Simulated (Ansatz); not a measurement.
`[SiH3][O][Sn][Cl]` → `[OH][Sn][Cl]` + `[SiH2]` at 600 K and 1 bar (silylene loss).

Calculated with Ansatz (gas phase, PBE0-D4/def2-TZVP geometries, no zero-point term in ΔE). CCSD(T)/CBS is the MP2 limit (def2-TZVPP, def2-QZVPP) plus CCSD(T) − MP2 in def2-TZVPP, frozen cores. This one scheme is used for every species. Elements past krypton have def2 core potentials. For Sn outer-core shells are correlated without core-valence functions, which leaves a few kJ/mol of doubt a bond. One conformer a species, not always the lowest.

```
            species  CCSD(T)/CBS energy (Eh)  H − E (kJ/mol)  S (J/(mol·K))
`[SiH3][O][Sn][Cl]`              -1039.98803           131.5          441.5
     `[OH][Sn][Cl]`               -749.66523            70.8          351.2
           `[SiH2]`               -290.19011            52.1          233.9
```

H − E and S are ideal-gas, rigid-rotor, harmonic terms from PBE0-D4/def2-TZVP, for one conformer and one mirror image of each species. 1 Eh = 2625.50 kJ/mol, R = 8.31446 J/(mol·K).

Task: By hand: ΔE, ΔH, ΔS and ΔG.

Result: ΔE = (-749.66523) + (-290.19011) − (-1039.98803) = 0.13269 Eh = 348.4 kJ/mol. Δ(H − E) = 70.8 + 52.1 − 131.5 = -8.6, so ΔH = 339.8 kJ/mol. ΔS = 351.2 + 233.9 − 441.5 = 143.6 J/(mol·K). ΔG = 339.8 − 600 × (143.6)/1000 = 253.6 kJ/mol.

Task: By hand: the equilibrium constant, and the temperature at which ΔG would vanish if ΔH and ΔS stayed fixed.

Result: log₁₀ K = −ΔG/(RT ln 10) = -22.1. ΔG = 0 at ΔH/ΔS = 2366 K.

The number of gas molecules changes by +1, which sets the sign of ΔS. A doubt of 5 kJ/mol in ΔE shifts log₁₀ K by 0.4 here. Other conformers and mirror images would add mixing entropy, several J/(mol·K) or more a flexible species. These are equilibria of isolated gas molecules and say nothing of rates. Largest T1 diagnostic: 0.017 (customary marks: 0.02 for closed shells, 0.045 for open ones).
